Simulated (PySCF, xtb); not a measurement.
Cl₃Ge, SMILES [Cl][Ge]([Cl])[Cl], multiplicity 2.

Harmonic wavenumbers (cm⁻¹) from GFN2-xTB run with xtb at its own minimum, in rising order: 106, 106, 129, 300, 300, 300.

Problem. What does B3LYP-D3(BJ)/def2-SVP (PySCF) give at its own minimum? (The exact figures need the calculation; the answer reports its results.)

Solution. 126, 126, 156, 365, 408, 408. Paired by order, the mean absolute difference is 58 cm⁻¹ and the zero-point energies are 1.8 and 2.3 kcal/mol.
